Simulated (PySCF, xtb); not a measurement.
Ga(H)(Me)2 (C2H7Ga), SMILES [CH3][GaH][CH3].

GFN2-xTB run with xtb 6.7.1 at its own geometry gives an orbital gap of 4.94 eV and a dipole moment of 1.48 D.

Geometry optimised at PBE0-D3(BJ)/def2-SVP. The structure was generated by enumeration; whether it is a known compound was not checked.

Question: What does PBE/def2-TZVPD (PySCF) give? (The exact figures need the calculation; the answer reports its results.)

Answer: gap 4.71 eV (levels -6.48 and -1.77 eV), dipole 0.61 D.
